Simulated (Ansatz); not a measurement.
The pair A = HF (SMILES F) (first 2 atoms), B = CH6Si (SMILES C[SiH3]); geometry from B3LYP-D3(BJ)/def2-TZVP.
(charge 0, multiplicity 1):
| atom | x (Å) | y (Å) | z (Å) |
|---|---|---|---|
| F | 0.4622 | 0.6342 | -0.3607 |
| H | 0.7698 | 0.1600 | 0.3807 |
| C | -1.2014 | 0.5199 | 2.6556 |
| Si | 0.2964 | -0.5380 | 3.0190 |
| H | -0.9048 | 1.5291 | 2.3663 |
| H | -1.8417 | 0.5905 | 3.5367 |
| H | -1.7883 | 0.0970 | 1.8390 |
| H | 1.1703 | -0.6310 | 1.8088 |
| H | -0.0782 | -1.9256 | 3.3732 |
| H | 1.1324 | 0.0369 | 4.0969 |

Cores are frozen in the correlated methods. MP2 and its Hartree–Fock in aug-cc-pV(T+d)Z are density fitted.

Codes used: Ansatz (Gaussian basis) for Hartree–Fock, density functionals and correlated methods. Each number belongs to the level named beside it.

The counterpoise-corrected interaction energy is E(AB) − E(A in the pair's basis) − E(B in the pair's basis). Total energies (hartree):

```
level                              AB  A in the pair's basis  B in the pair's basis
-----------------------  ------------  ---------------------  ---------------------
HF/aug-cc-pV(D+d)Z       -430.3342543           -100.0329426           -330.3007224
MP2/aug-cc-pV(D+d)Z      -430.8309525           -100.2566252           -330.5712853
HF/aug-cc-pV(T+d)Z       -430.3868663           -100.0602739           -330.3259899
MP2/aug-cc-pV(T+d)Z      -430.9944336           -100.3411733           -330.6496428
CCSD(T)/aug-cc-pV(D+d)Z  -430.8908753           -100.2645895           -330.6231846
```

**Question.** Work out the counterpoise-corrected interaction energy at the basis-set limit: extrapolate the MP2 correlation part as X⁻³, take Hartree–Fock from the larger set, and add the CCSD(T) − MP2 difference of aug-cc-pV(D+d)Z.

**Answer.** 
1. Differences (1 hartree = 627.509 kcal/mol): HF/aug-cc-pV(D+d)Z -0.370; MP2/aug-cc-pV(D+d)Z -1.909; HF/aug-cc-pV(T+d)Z -0.378; MP2/aug-cc-pV(T+d)Z -2.270; CCSD(T)/aug-cc-pV(D+d)Z -1.946.
2. Correlation parts, MP2 less HF: -1.539 in aug-cc-pV(D+d)Z (X = 2), -1.892 in aug-cc-pV(T+d)Z (X = 3).
3. Limit (3³·(-1.892) − 2³·(-1.539))/(3³ − 2³) = -2.041; with HF/aug-cc-pV(T+d)Z it gives -2.419.
4. CCSD(T) less MP2 in aug-cc-pV(D+d)Z: -0.037.
Result: -2.46 kcal/mol, against -1.91 at MP2/aug-cc-pV(D+d)Z. It is an estimate of this method's limit, not of the exact value.

Ansatz is an electronic-structure program.
